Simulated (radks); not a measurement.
Ionisation ladder of hafnium, from Hf I to Hf XXII. Each ion is in the ground configuration listed by NIST, and IE = E(next ion) - E(this ion). Method: scalar-relativistic Kohn-Sham, PBEsol, spin-polarised, spherical densities, finite nucleus; open shells are filled with parallel spins first (spin-orbit coupling, left out, can overturn this in heavy ions); Fermi nuclear charge, rms radius 5.347 fm; computed with a radial shooting solver on a logarithmic mesh with Libxc functionals.

[
 {"species": "Hf I", "configuration": "[Xe] 4f14 5d2 6s2", "E (hartree)": "-15071.6285", "IE, Delta-SCF (eV)": "6.921", "-e(HOMO) (eV)": "3.131", "HOMO": "5d up", "<r> HOMO (bohr)": "2.46", "IE, NIST (eV)": "6.825", "kind": "exp.", "error (eV)": "+0.096"},
 {"species": "Hf II", "configuration": "[Xe] 4f14 5d1 6s2", "E (hartree)": "-15071.3742", "IE, Delta-SCF (eV)": "15.004", "-e(HOMO) (eV)": "11.036", "HOMO": "5d up", "<r> HOMO (bohr)": "2.16", "IE, NIST (eV)": "14.61", "kind": "theory", "error (eV)": "+0.394"},
 {"species": "Hf III", "configuration": "[Xe] 4f14 5d2", "E (hartree)": "-15070.8228", "IE, Delta-SCF (eV)": "22.333", "-e(HOMO) (eV)": "17.354", "HOMO": "5d up", "<r> HOMO (bohr)": "2.10", "IE, NIST (eV)": "22.55", "kind": "theory", "error (eV)": "-0.217"},
 {"species": "Hf IV", "configuration": "[Xe] 4f14 5d1", "E (hartree)": "-15070.0021", "IE, Delta-SCF (eV)": "33.051", "-e(HOMO) (eV)": "27.523", "HOMO": "5d up", "<r> HOMO (bohr)": "1.93", "IE, NIST (eV)": "33.37", "kind": "semi-emp.", "error (eV)": "-0.319"},
 {"species": "Hf V", "configuration": "[Xe] 4f14", "E (hartree)": "-15068.7875", "IE, Delta-SCF (eV)": "69.560", "-e(HOMO) (eV)": "57.982", "HOMO": "4f", "<r> HOMO (bohr)": "0.669", "IE, NIST (eV)": "68.37", "kind": "semi-emp.", "error (eV)": "+1.190"},
 {"species": "Hf VI", "configuration": "[Xe] 4f13", "E (hartree)": "-15066.2312", "IE, Delta-SCF (eV)": "101.95", "-e(HOMO) (eV)": "81.403", "HOMO": "4f down", "<r> HOMO (bohr)": "0.644", "IE, NIST (eV)": "98", "kind": "theory", "error (eV)": "+4.0"},
 {"species": "Hf VII", "configuration": "[Kr] 4d10 4f13 5s2 5p5", "E (hartree)": "-15062.4845", "IE, Delta-SCF (eV)": "118.65", "-e(HOMO) (eV)": "100.33", "HOMO": "4f down", "<r> HOMO (bohr)": "0.637", "IE, NIST (eV)": "118", "kind": "theory", "error (eV)": "+0.7"},
 {"species": "Hf VIII", "configuration": "[Kr] 4d10 4f13 5s2 5p4", "E (hartree)": "-15058.1241", "IE, Delta-SCF (eV)": "135.59", "-e(HOMO) (eV)": "119.92", "HOMO": "4f down", "<r> HOMO (bohr)": "0.629", "IE, NIST (eV)": "137", "kind": "theory", "error (eV)": "-1.4"},
 {"species": "Hf IX", "configuration": "[Kr] 4d10 4f13 5s2 5p3", "E (hartree)": "-15053.1411", "IE, Delta-SCF (eV)": "157.65", "-e(HOMO) (eV)": "140.10", "HOMO": "4f down", "<r> HOMO (bohr)": "0.621", "IE, NIST (eV)": "157", "kind": "theory", "error (eV)": "+0.6"},
 {"species": "Hf X", "configuration": "[Kr] 4d10 4f13 5s2 5p2", "E (hartree)": "-15047.3476", "IE, Delta-SCF (eV)": "175.98", "-e(HOMO) (eV)": "161.49", "HOMO": "4f down", "<r> HOMO (bohr)": "0.616", "IE, NIST (eV)": "187", "kind": "theory", "error (eV)": "-11.0"},
 {"species": "Hf XI", "configuration": "[Kr] 4d10 4f12 5s2 5p2", "E (hartree)": "-15040.8803", "IE, Delta-SCF (eV)": "198.34", "-e(HOMO) (eV)": "188.99", "HOMO": "5p up", "<r> HOMO (bohr)": "1.14", "IE, NIST (eV)": "209", "kind": "theory", "error (eV)": "-10.7"},
 {"species": "Hf XII", "configuration": "[Kr] 4d10 4f12 5s2 5p1", "E (hartree)": "-15033.5915", "IE, Delta-SCF (eV)": "217.32", "-e(HOMO) (eV)": "207.94", "HOMO": "5p up", "<r> HOMO (bohr)": "1.12", "IE, NIST (eV)": "230", "kind": "theory", "error (eV)": "-12.7"},
 {"species": "Hf XIII", "configuration": "[Kr] 4d10 4f12 5s2", "E (hartree)": "-15025.6052", "IE, Delta-SCF (eV)": "253.09", "-e(HOMO) (eV)": "236.99", "HOMO": "4f down", "<r> HOMO (bohr)": "0.591", "IE, NIST (eV)": "270", "kind": "theory", "error (eV)": "-16.9"},
 {"species": "Hf XIV", "configuration": "[Kr] 4d10 4f11 5s2", "E (hartree)": "-15016.3043", "IE, Delta-SCF (eV)": "301.39", "-e(HOMO) (eV)": "269.43", "HOMO": "4f down", "<r> HOMO (bohr)": "0.576", "IE, NIST (eV)": "310", "kind": "theory", "error (eV)": "-8.6"},
 {"species": "Hf XV", "configuration": "[Kr] 4d10 4f11 5s1", "E (hartree)": "-15005.2285", "IE, Delta-SCF (eV)": "326.93", "-e(HOMO) (eV)": "294.96", "HOMO": "4f down", "<r> HOMO (bohr)": "0.569", "IE, NIST (eV)": "334", "kind": "theory", "error (eV)": "-7.1"},
 {"species": "Hf XVI", "configuration": "[Kr] 4d10 4f11", "E (hartree)": "-14993.2142", "IE, Delta-SCF (eV)": "339.24", "-e(HOMO) (eV)": "321.70", "HOMO": "4f down", "<r> HOMO (bohr)": "0.565", "IE, NIST (eV)": "359", "kind": "theory", "error (eV)": "-19.8"},
 {"species": "Hf XVII", "configuration": "[Kr] 4d10 4f10", "E (hartree)": "-14980.7472", "IE, Delta-SCF (eV)": "375.22", "-e(HOMO) (eV)": "357.03", "HOMO": "4f down", "<r> HOMO (bohr)": "0.552", "IE, NIST (eV)": "399", "kind": "theory", "error (eV)": "-23.8"},
 {"species": "Hf XVIII", "configuration": "[Kr] 4d10 4f9", "E (hartree)": "-14966.9583", "IE, Delta-SCF (eV)": "412.45", "-e(HOMO) (eV)": "393.65", "HOMO": "4f down", "<r> HOMO (bohr)": "0.540", "IE, NIST (eV)": "440", "kind": "theory", "error (eV)": "-27.5"},
 {"species": "Hf XIX", "configuration": "[Kr] 4d10 4f8", "E (hartree)": "-14951.8008", "IE, Delta-SCF (eV)": "450.90", "-e(HOMO) (eV)": "431.51", "HOMO": "4f down", "<r> HOMO (bohr)": "0.528", "IE, NIST (eV)": "481", "kind": "theory", "error (eV)": "-30.1"},
 {"species": "Hf XX", "configuration": "[Kr] 4d10 4f7", "E (hartree)": "-14935.2306", "IE, Delta-SCF (eV)": "500.66", "-e(HOMO) (eV)": "480.27", "HOMO": "4f up", "<r> HOMO (bohr)": "0.515", "IE, NIST (eV)": "520", "kind": "theory", "error (eV)": "-19.3"},
 {"species": "Hf XXI", "configuration": "[Kr] 4d10 4f6", "E (hartree)": "-14916.8317", "IE, Delta-SCF (eV)": "542.28", "-e(HOMO) (eV)": "521.31", "HOMO": "4f up", "<r> HOMO (bohr)": "0.505", "IE, NIST (eV)": "570", "kind": "theory", "error (eV)": "-27.7"},
 {"species": "Hf XXII", "configuration": "[Kr] 4d10 4f5", "E (hartree)": "-14896.9033", "IE, Delta-SCF (eV)": "585.05", "-e(HOMO) (eV)": "563.52", "HOMO": "4f up", "<r> HOMO (bohr)": "0.495", "IE, NIST (eV)": "610", "kind": "theory", "error (eV)": "-24.9"}
]

Reference values: NIST Atomic Spectra Database (exp. = measured, semi-emp. = semi-empirical, theory = theoretical value adopted there). The ionisation energy per charge of the ion left behind rises most, in proportion, at Hf V ([Xe] 4f14), from 8.263 to 13.912 eV. Against the entries that are not theoretical the mean signed error is +0.7 % and the largest +1.7 %. Open shells are spherical and high-spin; term and fine-structure splittings are not resolved. Spin-orbit splitting is averaged out at the scalar-relativistic level.
